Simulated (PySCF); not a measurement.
C₅H₈F₂N (charge +1).
Bonds: C1–N2, N2–C3 (triple), C3–C4, C4–C5, C5–C6, C5–F7, C5–F8. Hydrogens: H9, H10, H11 on C1; H12, H13 on C4; H14, H15, H16 on C6.

A PySCF run (density fitting, gas phase, GFN2-xTB geometry) gave HOMO -12.65 eV, LUMO -7.36 eV and E = -445.953 Eh.

**Question.** Which of these levels was it?
A. PBE0/pcSseg-1
B. LDA/pcSseg-1
C. revPBE/def2-SVP

**Answer.** B. It is LDA/pcSseg-1. All candidates on this geometry:

```tsv
level and settings	kind	basis functions	SCF cycles	E (Eh)	HOMO (eV)	LUMO (eV)
revPBE/def2-SVP	GGA	152	15	-449.0339	-12.25	-7.04
LDA/pcSseg-1, fitting basis def2-qzvpp-jkfit	LDA	176	11	-445.9531	-12.65	-7.36
PBE0/pcSseg-1	global hybrid	176	13	-448.9725	-14.19	-6.15
```

The nearest other candidate, by the summed differences of HOMO and LUMO, is revPBE/def2-SVP: its HOMO differs by +0.40 eV and its LUMO by +0.32 eV. Cycle counts include a coarse-grid stage where the run had one.

The values belong to the conformer `[CH3:1][N+:2]#[C:3][CH2:4][C:5]([CH3:6])([F:7])[F:8]`: C3–C4–C5–C6 -179°.
